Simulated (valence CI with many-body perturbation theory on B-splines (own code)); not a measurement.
Values are calculated unless marked as measured or tabulated.
Zn XXIV: what the settings do

Method: configuration interaction combined with many-body perturbation theory (CI+MBPT): five valence electrons over a frozen Dirac-Fock core [He], radial functions for each j: 6 s, 6 p, 5 d, 3 f, 1 g, with the one-electron correlation potential Σ1, the two-electron term Σ2, the three-electron term Σ3, Breit, model QED; selected CI, second order for the rest, scaled by the run's own slope (own B-spline code, finite nucleus).

No measured levels were compared; by estimate levels of excited configurations hold to 0.05 to 0.15 % of their energy, terms of the ground configuration to about 0.5 %. Among the levels kept, up to 4500 cm⁻¹ of a level comes from second order outside the variational space, and about a tenth of that is noise between levels of different J, which matters for small intervals.

The reference run has the lowest level 2s2 2p3 4S°_3/2 and an ionisation energy of 2213.04 eV. Its largest variational space holds 12363 state functions.

Names give the largest LS component (configuration and term), which can be under half, so a name can repeat, a term be missing and a line seem to break the LS rules; names also repeat where a configuration has a term twice.

Changed runs:
A. Davidson tolerance 2e-05 → 0.0003; core polarisation of operators on → off
B. box radius (bohr) 2.432 → 7.87; natural orbitals for correlation on → off
C. size limit of the variational space 10000 → 3000; shift of the energy in Σ1 (hartree) 0 → 4.356; second order for the rest on → off
D. correlating orbitals by l 3 3 3 2 1 → 2 2 1 1 0; natural orbitals for correlation on → off (bad on purpose)

Excitation energies of the reference run in cm⁻¹, and shifts in cm⁻¹:

| Level | Reference | A | B | C | D |
| --- | --- | --- | --- | --- | --- |
| 2s2 2p3 2D°_3/2 | 188088 | 0 | +1747 | +207 | +1810 |
| 2s2 2p3 2D°_5/2 | 254503 | 0 | +2577 | +3189 | +2686 |
| 2s2 2p3 2P°_1/2 | 357563 | 0 | +1877 | +690 | +1786 |
| 2s2 2p3 2P°_3/2 | 500874 | 0 | +1805 | +245 | +1779 |
| 2s 2p4 4P_5/2 | 956734 | 0 | +766 | +81 | +723 |
| 2s 2p4 4P_3/2 | 1084770 | 0 | +842 | -78 | +806 |
| 2s 2p4 4P_1/2 | 1110650 | 0 | +1310 | -2426 | +1260 |
| 2s 2p4 2D_3/2 | 1329060 | 0 | +6578 | +932 | +6781 |
| 2s 2p4 2D_5/2 | 1372570 | 0 | +6142 | +1252 | +6335 |
| 2s 2p4 2S_1/2 | 1517330 | 0 | +7489 | -2045 | +7580 |
| 2s 2p4 2P_3/2 | 1579860 | 0 | +9187 | +1326 | +9505 |
| 2s 2p4 2P_1/2 | 1767680 | 0 | +8548 | -1977 | +8773 |
| Ionisation energy (eV) | 2213.04 | 0 | -0.49 | -0.54 | -0.54 |

No effect on these energies: A.
